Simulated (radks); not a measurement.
Results of a calculation; reference values are marked as such.
Ionisation of Au, [Xe] 4f14 5d10 6s1, to Au+, [Xe] 4f14 5d10, under several functionals. Dirac Kohn-Sham, spin-unpolarised, spherical densities, point nucleus; a radial shooting solver on a logarithmic mesh with Libxc functionals.

| functional | E(Au) (hartree) | Exc (hartree) | IE (eV) | -e(HOMO) (eV) | <r> HOMO (bohr) | IE error (eV) |
|---|---|---|---|---|---|---|
| exchange-only PBE | -19043.2981 | -360.6282 | 8.770 | 5.126 | 2.947 | -0.456 |
| exchange-only LDA | -19029.2739 | -346.4783 | 8.706 | 5.068 | 2.896 | -0.520 |
| SOGGA | -19042.1962 | -359.5458 | 9.331 | 5.697 | 2.852 | +0.105 |
| PBE | -19048.0965 | -365.4995 | 9.427 | 5.780 | 2.867 | +0.202 |
| OLYP | -19054.7849 | -372.4342 | 9.090 | 5.437 | 2.908 | -0.136 |
| BLYP | -19049.1262 | -366.5205 | 9.484 | 5.792 | 2.877 | +0.258 |
| RPBE | -19048.6385 | -366.0504 | 9.297 | 5.664 | 2.885 | +0.072 |

NIST Atomic Spectra Database: 9.226 eV (measured). Closest: RPBE. The Delta-SCF values span 0.78 eV, the total energies 25.51 hartree. The highest occupied level is 6s1/2. Spin polarisation and multiplet splitting are left out, so open shells lie too high by an amount that depends on their filling.

Beside tabulated values, note that spin-unpolarised runs miss the spin-polarisation part of the exchange energy of open shells.
